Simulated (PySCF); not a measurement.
Below is a simulated gas-phase Si 2p photoelectron spectrum of `C[SiH2][O][GeH3]`.

Every computed line was given a Gaussian of 0.7 eV full width at half maximum and an area set by the number of equivalent atoms (split 2:1 within a doublet); the highest printed point is 100. Computed with delta-SCF UKS SCAN, pcX-2 on the ionised atom, pcseg-1 elsewhere, spin-free X2C in PySCF 2.14.0.

binding energy (eV), intensity and a bar:
```
    105.9          0 
    106.0          1 
    106.1          2 
    106.2          4 #
    106.3          9 ###
    106.4         17 #####
    106.5         30 #########
    106.6         47 ##############
    106.7         67 ####################
    106.8         84 #########################
    106.9         96 #############################
    107.0        100 ##############################
    107.1         96 #############################
    107.2         87 ##########################
    107.3         78 #######################
    107.4         69 #####################
    107.5         63 ###################
    107.6         55 #################
    107.7         47 ##############
    107.8         37 ###########
    107.9         26 ########
    108.0         17 #####
    108.1         10 ###
    108.2          5 ##
    108.3          2 #
    108.4          1 
    108.5          0 
    108.6          0
```

Problem. How many maxima does the curve show, and how many computed lines lie under it?

Solution. The curve has 1 maximum (at 107.0 eV). Under it lie 2 lines from 1 inequivalent silicon site, drawn as a 2p3/2, 2p1/2 pair. At this width some lines have no maximum of their own.

Problem. Decompose the envelope and assign each component. Numbering: `[CH3:1][SiH2:2][O:3][GeH3:4]`.

Solution. 
```
position (eV)  relative area      line  atoms           environment
       106.95           0.67  Si 2p3/2    Si2  oxygen-bound silicon
       107.57           0.33  Si 2p1/2    Si2  oxygen-bound silicon
```

Shake-up satellites, vibrational structure and lifetime widths aren't simulated. For 2p shells one spin-free hole was relaxed; a mean-field spin–orbit operator and the ground-state splitting of the three 2p orbitals were then diagonalised within the shell. The shell's mean is (2 × 2p3/2 + 2p1/2)/3, and the degeneracies 2j + 1 give areas of 2:1. 2p1/2 minus 2p3/2 (ligand field included): Si 0.62 eV. Geometry: PBE0-D3(BJ)/def2-SVP, one conformer, isolated molecule.

The run took 33 s on AMD EPYC, one thread (shared host), and the process peaked at 0.50 GiB of memory.

The values belong to the conformer `[CH3:1][SiH2:2][O:3][GeH3:4]`: C1–Si2–O3–Ge4 65°.
